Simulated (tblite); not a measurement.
Compound: GeH5SSi (doublet state).
Atom-mapped SMILES: `[SiH3:1][S:2][GeH2:3]` (hydrogens: H4, H5, H6 on Si1; H7, H8 on Ge3)

Computed with GFN2-xTB (tblite), gas phase: L-BFGS steps from a force-field or distance-geometry start until the largest atomic force falls under 0.01 eV/Å.

Geometry at step 46:
```
atom  x, y, z in Å
Si1    -1.4054   -0.1085    0.0448
S2      0.2671   -1.2157   -0.7453
Ge3     1.9307    0.3019   -0.6418
H4     -1.4335    1.2392   -0.5187
H5     -2.6039   -0.8382   -0.3351
H6     -1.1653   -0.0474    1.4859
H7      2.9956   -0.5547    0.1467
H8      1.4238    1.2328    0.5389
```

Problem. Give the atomic forces at this geometry.

Solution. 
| atom | Fx (eV/Å) | Fy (eV/Å) | Fz (eV/Å) |
| --- | --- | --- | --- |
| Si1 | -0.018 | 0.158 | 0.152 |
| S2 | -0.045 | 0.008 | -0.035 |
| Ge3 | -0.024 | -0.020 | 0.015 |
| H4 | 0.085 | -0.031 | -0.050 |
| H5 | 0.083 | -0.108 | -0.008 |
| H6 | -0.086 | -0.023 | -0.054 |
| H7 | -0.025 | 0.014 | -0.046 |
| H8 | 0.029 | 0.002 | 0.026 |

The largest, 0.22 eV/Å, acts on Si1; the rms over all components is 0.064 eV/Å. The forces sum to zero within rounding, as they must for an isolated molecule in no field.

Problem. Give the force on Si1 in Eh/bohr and in nN.

Solution. 0.220 eV/Å ÷ 51.422 = 0.00428 Eh/bohr, and 0.220 eV/Å × 1.602 = 0.35 nN.

Problem. How far is this geometry from the end of the optimisation?

Solution. 0.033 eV above it, and 0.264 Å rms away after alignment. The bonds farthest from their final lengths, with half the difference of the two atoms' forces along the bond (positive lengthens):

| bond | now (Å) | final (Å) | force along bond (eV/Å) |
| --- | --- | --- | --- |
| S2–Ge3 | 2.254 | 2.246 | 0.00 |
| Ge3–H7 | 1.578 | 1.570 | -0.02 |
| Si1–H6 | 1.462 | 1.458 | -0.11 |
| Ge3–H8 | 1.587 | 1.583 | 0.00 |

The angle farthest from its final value is S2–Si1–H5, 106.6° against 103.1°.

What follows is the cost of the whole relaxation. Time: 0.16 s. Hardware: an AMD EPYC 9R45 with one thread (shared host).
